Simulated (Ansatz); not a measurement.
`N[CH]([SiH3])[GeH3]` + H–F → `N[CH](F)[GeH3]` + SiH₄  (substitution at a C–Si bond)

Isolated molecules relaxed with PBE0-D4/def2-TZVP in Ansatz; ΔE leaves out vibrations. CCSD(T)/CBS adds triple-zeta CCSD(T) − MP2 to the extrapolated MP2 energy (def2 sets, frozen cores). This one scheme is used for every species. DFT in def2-TZVPP. B3LYP here is the variant with VWN-RPA as its local correlation; programs differ in this. For Ge outer-core shells are correlated without core-valence functions, which leaves a few kJ/mol of doubt a bond. Scalar relativity is left out up to krypton. Each species was taken in one conformer, which may not be the lowest.

```
             level  ΔE (kJ/mol)
          B3LYP-D4         30.2
           ωB97X-V         29.5
            r2SCAN         27.8
              PBE0         33.1
SCS-MP2/def2-TZVPP         45.7
   CCSD/def2-TZVPP         42.6
CCSD(T)/def2-TZVPP         44.8
     MP2/CBS(def2)         64.5
```

Question: What does CCSD(T)/CBS give? (An estimate is asked.)

Answer: The calculation gave: +52.0 kJ/mol. The listed levels differ from it by -21.8, -22.5, -24.2, -18.9, -6.3, -9.4, -7.2, 12.5 kJ/mol.

Largest T1 diagnostic among the species: 0.012.

In def2-TZVPP, CCSD(T) changes the Hartree–Fock value by +28.3 kJ/mol (the triples alone add +2.2 kJ/mol) and MP2 by +40.9 kJ/mol. The D4 term adds +13.0 kJ/mol with B3LYP and +7.2 kJ/mol with PBE0; it sums over pairs of atoms, weighted by their polarisabilities, and B3LYP, whose exchange is more repulsive, gets the larger term. From PBE to PBE0 (25 % exact exchange), in def2-TZVPP and without D4, ΔE moves by +8.1 kJ/mol.
